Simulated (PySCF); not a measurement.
This PySCF input asks for the NMR shieldings of SMILES c1(B)c(B)cc(CC)s1, C$_{6}$H$_{10}$B$_{2}$S; the geometry comes from GFN2-xTB.

```python
import basis_set_exchange as bse
import numpy as np
from pyscf import gto, dft
from pyscf.prop import nmr

atoms = """
B     2.567709   -0.788479    1.344545
C     1.441592   -0.262111    0.438593
C     0.149172    0.048979    0.934807
C    -0.730615    0.500374   -0.003602
C    -2.164878    0.861752    0.183145
C    -3.058441   -0.373623    0.042851
S     0.013834    0.551616   -1.559044
C     1.536196   -0.035417   -0.938780
B     2.699840   -0.212471   -1.905034
H     3.624176   -1.041606    0.921074
H     2.345005   -0.939723    2.483958
H    -0.117601   -0.059034    1.972272
H    -2.457596    1.606462   -0.559582
H    -2.298961    1.293928    1.177672
H    -2.773486   -1.130911    0.769861
H    -2.961990   -0.798158   -0.953845
H    -4.099307   -0.107009    0.208428
H     3.731945   -0.605629   -1.530445
H     2.543603    0.053384   -3.034335
"""
names = dict.fromkeys(["B", "C", "S", "H"], "pcSseg-1")
basis = {el: gto.basis.parse(bse.get_basis(n, elements=[el], fmt="nwchem")) for el, n in names.items()}
mol = gto.M(atom=atoms, basis=basis, charge=0, verbose=0)
mf = dft.RKS(mol, xc="PBE0")
mf.grids.level = 2
mf.grids.alignment = dft.numint.BLKSIZE   # the property module wants whole blocks of grid points
mf.conv_tol = 1e-9
mf.kernel()

calc = nmr.RKS(mf)   # GIAO
C = mf.mo_coeff
Co = C[:, mf.mo_occ > 0]
resp = mf.gen_response(singlet=True, hermi=2)
def vind(x):   # induced exchange potential for any number of trial vectors
    d = np.einsum("pi,xij,qj->xpq", C, 2 * x.reshape(-1, C.shape[1], Co.shape[1]), Co, optimize=True)
    return np.einsum("xpq,pi,qj->xij", resp(d - d.transpose(0, 2, 1)), C, Co, optimize=True).ravel()
mo1, _ = nmr.rhf.solve_mo1(calc, with_cphf=vind)
sigma = calc.kernel(mo1)
for i, s in enumerate(sigma):   # ppm
    w = np.linalg.eigvalsh((s + s.T) / 2)
    print("%2d %-2s iso %8.1f  s11 %8.1f  s22 %8.1f  s33 %8.1f" % (i, mol.atom_pure_symbol(i), w.mean(), *w))
```

**Question.** What does it print?

**Answer.** 
```
 0 B  iso     32.3  s11    -29.0  s22     -3.4  s33    129.4
 1 C  iso     17.9  s11    -75.1  s22    -24.1  s33    153.0
 2 C  iso     40.2  s11    -36.7  s22     37.0  s33    120.3
 3 C  iso     11.0  s11    -69.2  s22    -21.6  s33    123.6
 4 C  iso    158.3  s11    143.5  s22    159.3  s33    172.1
 5 C  iso    164.0  s11    151.8  s22    154.3  s33    185.8
 6 S  iso    159.9  s11     14.8  s22    166.4  s33    298.6
 7 C  iso      9.4  s11    -67.4  s22    -32.4  s33    127.9
 8 B  iso     38.9  s11    -17.9  s22      1.8  s33    132.7
 9 H  iso     24.2  s11     19.6  s22     25.3  s33     27.7
10 H  iso     24.3  s11     19.1  s22     25.7  s33     28.2
11 H  iso     23.9  s11     20.8  s22     22.5  s33     28.3
12 H  iso     28.7  s11     23.7  s22     28.7  s33     33.7
13 H  iso     28.6  s11     24.1  s22     27.4  s33     34.2
14 H  iso     30.4  s11     25.9  s22     29.7  s33     35.6
15 H  iso     30.4  s11     25.8  s22     30.1  s33     35.2
16 H  iso     30.2  s11     26.3  s22     26.4  s33     37.9
17 H  iso     24.3  s11     20.6  s22     25.2  s33     27.1
18 H  iso     24.8  s11     19.5  s22     25.6  s33     29.4
```

These numbers come from an equivalent density-fitted implementation of the same equations, which agrees with the script to about 0.01 ppm for H and up to a few tenths of a ppm for heavy atoms, so last digits may differ.

Size and cost of the density-fitted run: 210 basis functions, 43 s wall time on 1 thread of an Arm Neoverse V2, shared host; peak memory 0.94 GiB.
